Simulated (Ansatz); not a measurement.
Geometry optimisation, RKS PBE0-D4/def2-SVP in Ansatz.

Input file:

```yaml
crystal:
  periodic: [false, false, false]
  atoms:
    - { symbol: O, position_ang: [-1.9701, 0.3089, -0.0825] }
    - { symbol: C, position_ang: [-0.6857, 0.6676, -0.357] }
    - { symbol: Sn, position_ang: [0.5508, -0.7678, 0.5877] }
    - { symbol: O, position_ang: [2.5524, -0.3171, 0.2256] }
    - { symbol: H, position_ang: [-2.5568, 1.0385, -0.5746] }
    - { symbol: H, position_ang: [-0.4417, 1.6954, 0.042] }
    - { symbol: H, position_ang: [-0.4619, 0.6463, -1.4466] }
    - { symbol: H, position_ang: [0.2607, -2.3474, -0.0288] }
    - { symbol: H, position_ang: [0.3061, -0.7168, 2.371] }
    - { symbol: H, position_ang: [2.5292, -0.2587, -0.734] }
basis:
  gaussian: { orbitals: def2-SVP }
hamiltonian:
  xc: pbe0
  dispersion: d4
relax:
  f_tol: 0.02
  max_steps: 50
output:
  orbitals: {}
```

Launched with:

```bash
$ ansatz run input.yaml --threads 2 --pin off --max-ram 3072MiB --backend cpu --events-out ev --progress --plain --runs-dir out
```

Q: Where does it end, and by what steps?

A: The forces met the threshold. After 7 steps the energy has fallen by 0.451 eV; H10 moved furthest, 0.44 Å.

```json
{"step": "0", "energy less start (eV)": "0.0000", "largest force component (eV/Å)": "3.516", "accepted": "yes"}
{"step": "1", "energy less start (eV)": "-0.3411", "largest force component (eV/Å)": "1.426", "accepted": "yes"}
{"step": "2", "energy less start (eV)": "-0.4390", "largest force component (eV/Å)": "0.536", "accepted": "yes"}
{"step": "3", "energy less start (eV)": "-0.4433", "largest force component (eV/Å)": "0.186", "accepted": "yes"}
{"step": "4", "energy less start (eV)": "-0.4417", "largest force component (eV/Å)": "0.302", "accepted": "no"}
{"step": "5", "energy less start (eV)": "-0.4507", "largest force component (eV/Å)": "0.046", "accepted": "yes"}
{"step": "6", "energy less start (eV)": "-0.4510", "largest force component (eV/Å)": "0.036", "accepted": "yes"}
{"step": "7", "energy less start (eV)": "-0.4513", "largest force component (eV/Å)": "0.012", "accepted": "yes"}
```

```xyz
10
Properties=species:S:1:pos:R:3
O -2.037 0.287 -0.141
C -0.727 0.739 -0.374
Sn 0.556 -0.726 0.573
O 2.460 -0.239 0.219
H -2.659 0.923 -0.509
H -0.518 1.728 0.078
H -0.470 0.803 -1.449
H 0.260 -2.297 -0.058
H 0.438 -0.669 2.277
H 2.781 -0.600 -0.614
```

Time of the run: 9.2 s on 2 threads of AMD EPYC 9R45 96-Core Processor (Zen 5), with other jobs on the host, peak memory 0.24 GiB.
